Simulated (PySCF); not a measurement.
# Working out the ionisation energy of Cu

Cu [Ar] 3d10 4s1 (2S) → Cu⁺ [Ar] 3d10 (1S). Computed with PySCF 2.14 in jorge-DZP-DKH, with the spin-free X2C one-electron Hamiltonian (Gaussian nucleus). Frozen: [Ar]. Energies in hartree (1 hartree = 27.21139 eV):

```json
{"part": "UHF", "Cu (lower)": "-1653.036591", "Cu⁺ (upper)": "-1652.799703"}
{"part": "CCSD correlation", "Cu (lower)": "-0.271948", "Cu⁺ (upper)": "-0.254537"}
{"part": "(T)", "Cu (lower)": "-0.012823", "Cu⁺ (upper)": "-0.011440"}
```

**Question.** What does Hartree-Fock give?

**Answer.** (-1652.799703) − (-1653.036591) = 0.236888 hartree = 6.446 eV.

**Question.** What do CCSD and CCSD(T) give?

**Answer.** The CCSD correlation energies differ by 0.017411 hartree = 0.474 eV and the triples by 0.001383 hartree = 0.038 eV, so CCSD gives 6.920 eV and CCSD(T) 6.958 eV.

Measured between the centres of the two terms (NIST): 7.726 eV, so CCSD(T) (valence) is off by -0.768 eV.

A double-zeta basis recovers only part of the correlation energy.

What remains against the reference includes basis incompleteness, the frozen core and higher excitations.
